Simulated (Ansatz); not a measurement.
This geometry of CH$_{6}$BNOSi (11 atoms, charge 0, multiplicity 1) is a first-order saddle point.

Computed with Ansatz 0.2.0, RKS r2SCAN-D4/def2-SVP.

```xyz
11
Properties=species:S:1:pos:R:3
C -1.058 -1.848 0.546
B -0.321 -0.483 0.460
O 0.892 -0.079 0.897
Si 0.192 1.336 0.076
N 1.243 1.840 -1.213
H -2.033 -1.730 1.047
H -0.465 -2.602 1.088
H -1.280 -2.228 -0.465
H 0.031 2.436 1.068
H 2.046 1.234 -1.375
H 0.819 2.068 -2.109
```

(1) Which two structures does it join? (They come from a converged band through this point; their orientation in space is the band's.)

(2) How far does it lie above each of them?

## Answers

(1) No bond is made or broken. The dihedral O3–Si4–N5–H10 goes from -93 to 70°. The two ends are copies of one structure, up to a mirror image or an exchange of like atoms.

Initial state:

```xyz
11
Properties=species:S:1:pos:R:3
C -1.333 -1.743 0.459
B -0.351 -0.538 0.460
O 0.906 -0.377 0.912
Si 0.423 1.195 0.163
N 1.284 1.709 -1.223
H -2.278 -1.475 0.961
H -0.898 -2.623 0.959
H -1.604 -2.018 -0.574
H 0.618 2.244 1.199
H 2.094 2.318 -1.172
H 1.204 1.250 -2.123
```

Final state:

```xyz
11
Properties=species:S:1:pos:R:3
C -1.335 -1.742 0.457
B -0.353 -0.537 0.459
O 0.901 -0.373 0.917
Si 0.420 1.197 0.160
N 1.290 1.708 -1.222
H -2.277 -1.475 0.965
H -0.898 -2.624 0.953
H -1.612 -2.014 -0.575
H 0.609 2.248 1.194
H 1.219 1.242 -2.120
H 2.102 2.314 -1.166
```

(2) 6.2 kcal/mol above the first and 6.2 kcal/mol above the second. This is the barrier of this one path; another mechanism may lie lower.

The run took 2.8 min on 2 threads of AMD EPYC 9R14 (Zen 4), with other jobs on the host, peak memory 0.17 GiB.
